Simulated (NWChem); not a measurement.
System: C2H4BFO2; SMILES FB(O)OC=C

```xyz
10

C      0.5262     2.1393    -0.1477
C     -0.6273     1.5136     0.1429
O     -0.8793     0.1686     0.1918
B     -0.0294    -0.8810    -0.0377
O     -0.5455    -2.1346     0.0782
F      1.2690    -0.7026    -0.3660
H      1.4542     1.6075    -0.3937
H      0.5358     3.2381    -0.1370
H     -1.5429     2.0778     0.3862
H      0.1274    -2.8143    -0.1013
```
Atoms are numbered in this order, from 1.

Geometry: optimised at PBE-D3(BJ)/def2-SVP.

 Unshifted, non-relativistic core excitations; the lowest 4 roots alone, so stronger bands may lie above.

Problem. List the first B K-edge excitations from B3LYP/6-311G** (spherical d), restricted-window TDA (NWChem).

Solution. 
```json
[
 {"state": "S1", "energy (eV)": "184.8", "dipole oscillator strength": "0.0494", "leading excitation (squared amplitude)": "1s of atom 4 or its equivalents → LUMO (0.83)"},
 {"state": "S2", "energy (eV)": "185.9", "dipole oscillator strength": "0.0004", "leading excitation (squared amplitude)": "1s of atom 4 or its equivalents → LUMO+1 (0.99)"},
 {"state": "S3", "energy (eV)": "186.5", "dipole oscillator strength": "0.0239", "leading excitation (squared amplitude)": "1s of atom 4 or its equivalents → LUMO+3 (0.82)"},
 {"state": "S4", "energy (eV)": "187.3", "dipole oscillator strength": "0.0020", "leading excitation (squared amplitude)": "1s of atom 4 or its equivalents → LUMO+2 (0.87)"}
]
```
